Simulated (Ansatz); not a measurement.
C6H16ClNO2Ti (`CC[N](CC)[Ti]([Cl])([O]C)[O]C`). The species carries charge 0 and has multiplicity 1. All single points use the PBE0-D4/def2-TZVP geometry. It is one conformer, not always the lowest.

```xyz
27

C     0.779   -0.567   -2.548
C     0.560    0.750   -1.819
N    -0.352    0.676   -0.697
C    -1.743    0.390   -0.996
C    -2.147   -1.049   -0.713
Ti    0.390    1.058    0.966
Cl    0.996    3.229    0.958
O    -0.874    0.740    2.162
C    -1.298    0.221    3.382
O     1.843    0.073    1.228
C     2.995   -0.640    0.930
H     1.137   -1.336   -1.859
H    -0.144   -0.927   -3.007
H     1.518   -0.441   -3.343
H     0.203    1.512   -2.526
H     1.527    1.124   -1.456
H    -1.934    0.635   -2.048
H    -2.379    1.057   -0.406
H    -1.559   -1.755   -1.301
H    -1.996   -1.281    0.343
H    -3.204   -1.202   -0.947
H    -1.471    1.033    4.095
H    -0.551   -0.462    3.801
H    -2.236   -0.327    3.246
H     2.984   -0.994   -0.107
H     3.082   -1.509    1.591
H     3.877   -0.007    1.071
```

**Question.** What is the dipole moment at ωB97M-V/def2-TZVPP? (Estimate.)

**Answer.** Computed: 3.85 D, with components (-0.60, -3.74, -0.69) D in this frame, pointing from negative to positive charge.

**Question.** And with PBE, r2SCAN, B3LYP? (Best estimate.)

**Answer.** Computed: PBE 3.87 D, r2SCAN 3.96 D, B3LYP 3.88 D.

**Question.** Give the Mulliken charges with ωB97M-V, B3LYP, r2SCAN in def2-TZVPP. (Best estimate.)

**Answer.** Ansatz gave: 
```
atom  ωB97M-V  B3LYP  r2SCAN
  C1    -0.31  -0.25   -0.16
  C2    -0.13   0.00    0.08
  N3    -0.18  -0.22   -0.22
  C4    -0.14  -0.01    0.06
  C5    -0.28  -0.25   -0.15
 Ti6     0.75   0.89    0.85
 Cl7    -0.27  -0.33   -0.33
  O8    -0.40  -0.44   -0.42
  C9    -0.19  -0.13    0.00
 O10    -0.43  -0.48   -0.45
 C11    -0.19  -0.13   -0.01
 H12     0.10   0.08    0.05
 H13     0.10   0.08    0.05
 H14     0.11   0.08    0.05
 H15     0.12   0.07    0.03
 H16     0.09   0.06    0.02
 H17     0.10   0.06    0.03
 H18     0.12   0.08    0.04
 H19     0.10   0.07    0.04
 H20     0.09   0.08    0.04
 H21     0.11   0.08    0.04
 H22     0.13   0.11    0.07
 H23     0.12   0.10    0.06
 H24     0.12   0.10    0.06
 H25     0.10   0.09    0.05
 H26     0.12   0.10    0.06
 H27     0.13   0.11    0.07
```

B3LYP here is the variant with VWN-RPA as its local correlation; programs differ in this.
